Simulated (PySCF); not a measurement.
## Electric field gradients and quadrupole coupling constants

Species: C6H11N3S.
SMILES with atom numbers: `[CH3:1][S:2][c:3]1[cH:4][n:5][n:6][n:7]1[CH:8]([CH3:9])[CH3:10]` (hydrogens: H11, H12, H13 on C1; H14 on C4; H15 on C8; H16, H17, H18 on C9; H19, H20, H21 on C10)

Structure used (GFN2-xTB), in Å, numbered top down from 1:
```xyz
21
C6H11N3S angstrom
C      3.5604   -0.0507    0.2933
S      1.9720   -0.8313   -0.0998
C      0.9000    0.5016    0.2382
C      1.1019    1.8004    0.6736
N     -0.0994    2.3901    0.7618
N     -1.0112    1.5616    0.4178
N     -0.4434    0.4045    0.0935
C     -1.2225   -0.7338   -0.3385
C     -2.1792   -1.1377    0.7796
C     -1.9736   -0.3696   -1.6159
H      4.3214   -0.8042    0.1169
H      3.5670    0.2517    1.3361
H      3.7174    0.8010   -0.3618
H      2.0051    2.3184    0.9171
H     -0.5125   -1.5449   -0.5381
H     -1.6261   -1.4107    1.6754
H     -2.8356   -0.3039    1.0146
H     -2.7780   -1.9881    0.4669
H     -2.5706   -1.2134   -1.9491
H     -1.2756   -0.1022   -2.4058
H     -2.6263    0.4782   -1.4245
```

Field gradients from the PBE0/pcSseg-1 density (PySCF, non-relativistic), principal values in atomic units, ordered |Vxx| ≤ |Vyy| ≤ |Vzz|:

```tsv
atom	Vxx	Vyy	Vzz
S2	0.4473	2.4775	-2.9249
N5	0.5312	0.5707	-1.1018
N6	0.1134	0.8753	-0.9887
N7	0.2051	0.4428	-0.6480
```

Find the asymmetry η = (Vxx − Vyy)/Vzz and the couplings χ = eQV/h (234.96 MHz × Q in barn × V in au), with Q(33S) = −0.0678 b, Q(14N) = 0.02044 b.

| atom | environment | nucleus | η | χzz (MHz) | χxx (MHz) | χyy (MHz) |
| --- | --- | --- | --- | --- | --- | --- |
| S2 | sulfide sulfur | 33S | 0.69 | 46.59 | -7.13 | -39.47 |
| N5 | pyridine-type nitrogen | 14N | 0.04 | -5.29 | 2.55 | 2.74 |
| N6 | pyridine-type nitrogen | 14N | 0.77 | -4.748 | 0.545 | 4.204 |
| N7 | pyrrole-type nitrogen | 14N | 0.37 | -3.112 | 0.985 | 2.127 |

The gradient is axial or nearly so (η below 0.05) at N5. 

What is Vzz at S2 in SI units (1 au = 9.71736 × 10²¹ V/m²)?

-2.9249 au = -28.422 × 10²¹ V/m².

And the gradient at the other heavy atoms, for which no coupling is worked out here?

```csv
atom,environment,Vzz (au),η
C1,S-methyl carbon,0.314,0.07
C3,substituted aromatic carbon,-0.176,0.70
C4,aromatic CH next to a ring nitrogen,-0.124,0.16
C8,sp3 carbon bound to nitrogen,0.342,0.10
C9,methyl carbon,0.101,0.31
C10,methyl carbon,0.101,0.31
```

What couplings would deuterons (Q(2H) = 0.00286 b) have in place of the hydrogens, at this geometry?

```tsv
atom	bonded to	bond length (Å)	Vzz (au)	η	χzz (kHz)
H11	C1	1.085	0.3150	0.06	212
H12	C1	1.086	0.3117	0.03	209
H13	C1	1.086	0.3117	0.03	209
H14	C4	1.069	0.3504	0.09	235
H15	C8	1.096	0.2828	0.10	190
H16	C9	1.088	0.3131	0.03	210
H17	C9	1.087	0.3097	0.03	208
H18	C9	1.086	0.3172	0.03	213
H19	C10	1.086	0.3172	0.03	213
H20	C10	1.088	0.3131	0.03	210
H21	C10	1.087	0.3098	0.03	208
```

The structure is a single GFN2-xTB conformer in the gas phase; no vibrational or solvent corrections. GFN2-xTB bond lengths can be off by several hundredths of an ångström, more for odd bonds, and the gradients follow them. The small basis limits the accuracy of the gradients.
